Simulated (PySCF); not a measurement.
These are PBE-D3(BJ)/def2-TZVP // TPSS-D3(BJ)/def2-SVP run with PySCF values and carry that method's errors. Gas-phase values, no solvent. One relaxed conformer stands for a flexible species; it need not be the lowest. 

Reference species: [Mo(OH)3(NH2)3] (neutral, multiplicity 1).

coordination number: 6
mean distance from the central atom to its bonded neighbours: 1.967 Å
HOMO–LUMO gap: 2.71 eV

After one change: the coordination number hardly moves; the mean distance from the central atom to its bonded neighbours rises by 0.038 Å; the HOMO–LUMO gap rises by 0.09 eV.

### Question
Which change was made? The new species is one of these.
A. [Mo(NH2)6]
B. [Mo(OH)5(NH2)]
C. [Mo(OH)6]
D. [Mo(OH)4(NH2)2]

### Answer
A, [Mo(NH2)6]
